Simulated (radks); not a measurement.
Excited configurations of Lu2+: one electron is placed in a higher orbital outside [Xe] 4f14. The ground configuration is [Xe] 4f14 6s1. All-electron calculation, Dirac Kohn-Sham, PBEsol, spin-unpolarised, spherical densities, point nucleus; open shells fill j = l - 1/2 first. Program: a radial shooting solver on a logarithmic mesh with Libxc functionals. Excitation = E - E(ground); binding = E(ion) - E, where the ion is the core of charge +3; n* = 3/sqrt(2 binding) in atomic units, and the quantum defect is n - n*.

outer orbital  excitation (eV)  binding (eV)     n*  quantum defect  eigenvalue (eV)
5d3/2                    0.743        20.180  2.463           2.537          -15.222
5f5/2                   13.120         7.803  3.961           1.039           -6.212
6p1/2                    4.755        16.168  2.752           3.248          -13.451
6d3/2                   11.164         9.759  3.542           2.458           -8.100
6f5/2                   15.716         5.207  4.849           1.151           -4.301
7s1/2                   10.398        10.525  3.411           3.589           -9.018
7p1/2                   12.126         8.797  3.731           3.269           -7.483
7d3/2                   14.910         6.014  4.512           2.488           -5.095
7f5/2                   17.238         3.686  5.764           1.236           -3.123

The Delta-SCF ionisation energy is 20.923 eV (NIST Atomic Spectra Database: 20.959 eV, measured). Self-interaction in the functional shifts the binding energies and quantum defects, so they are the method's values and not measured ones. Spin polarisation and multiplet splitting are left out, so open shells lie too high by an amount that depends on their filling.

Beside tabulated values, note that spin-unpolarised runs miss the spin-polarisation part of the exchange energy of open shells.
